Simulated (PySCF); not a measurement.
Al(F)(Me)(nPr), C4H10AlF, SMILES CC[CH2][Al]([CH3])[F], GFN2-xTB optimised geometry.

```
16

Al    -0.17     1.78     0.00
F     -0.90     3.27     0.00
C      1.82     1.78     0.00
H      2.26     0.85     0.36
H      2.20     2.59     0.63
H      2.23     1.96    -1.00
C     -1.39     0.19    -0.01
C     -0.62    -1.14     0.05
C     -1.56    -2.34     0.00
H     -2.02     0.20    -0.91
H     -2.10     0.24     0.83
H      0.08    -1.19    -0.78
H     -0.03    -1.18     0.97
H     -2.26    -2.31     0.84
H     -1.00    -3.27     0.05
H     -2.14    -2.33    -0.92
```

Density from PBE0/def2-TZVP run with PySCF at that geometry.

Minimum of the electron density along straight lines between bonded atoms, close to the bond critical point (lines longer than 1.1 times the sum of covalent radii, or with two minima, are not listed):

| bond | length / Å | ρ at the minimum / e bohr⁻³ | ∇²ρ there / e bohr⁻⁵ | position (fraction from the first atom) |
|---|---|---|---|---|
| Al1–F2 | 1.658 | 0.110 | 0.91 | 0.43 |
| Al1–C3 | 1.990 | 0.083 | 0.22 | 0.40 |
| C3–H4 | 1.091 | 0.270 | -0.89 | 0.64 |
| C3–H5 | 1.094 | 0.268 | -0.87 | 0.64 |
| C3–H6 | 1.094 | 0.267 | -0.87 | 0.64 |
| Al1–C7 | 2.001 | 0.083 | 0.21 | 0.40 |
| C7–C8 | 1.535 | 0.239 | -0.57 | 0.50 |
| C8–C9 | 1.526 | 0.246 | -0.61 | 0.50 |
| C7–H10 | 1.100 | 0.267 | -0.87 | 0.64 |
| C7–H11 | 1.100 | 0.267 | -0.87 | 0.64 |
| C8–H12 | 1.093 | 0.278 | -0.95 | 0.64 |
| C8–H13 | 1.093 | 0.278 | -0.95 | 0.64 |
| C9–H14 | 1.088 | 0.278 | -0.95 | 0.64 |
| C9–H15 | 1.088 | 0.279 | -0.95 | 0.64 |
| C9–H16 | 1.088 | 0.278 | -0.95 | 0.64 |
